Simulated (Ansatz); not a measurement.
C4H2Se⁺, that is Se(CCH)2 with one electron fewer. The state is a doublet with charge 1. Geometry PBE0-D4/def2-SVP, that of the neutral singlet; atoms count from 1.

```xyz
7

Se    0.925    0.131   -1.319
C    -0.001   -1.300   -0.655
C    -0.588   -2.294   -0.279
H    -1.111   -3.169    0.061
C     0.492    1.369   -0.045
C     0.251    2.246    0.760
H     0.032    3.017    1.476
```

Question: Estimate the Mulliken populations from the PBE0/def2-TZVP orbitals of Ansatz.

Answer: 
| atom | charge (e) | spin (α − β) |
| --- | --- | --- |
| Se1 | 0.71 | 0.57 |
| C2 | -0.15 | -0.08 |
| C3 | 0.04 | 0.31 |
| H4 | 0.25 | -0.01 |
| C5 | -0.15 | -0.08 |
| C6 | 0.04 | 0.31 |
| H7 | 0.25 | -0.01 |
Mulliken values depend strongly on the basis.

Question: Where does the spin sit?

Answer: Summed by element: Se 0.57, C 0.45, H -0.02, of 1 unpaired in all. Largest on single atoms: Se1 0.57, C6 0.31, C3 0.31.

Question: And the Mayer bond orders between heavy atoms (over 0.3)?

Answer: Se1–C2 1.24 (1.83 Å); Se1–C5 1.24 (1.83 Å); C2–C3 2.46 (1.21 Å); C5–C6 2.46 (1.21 Å).
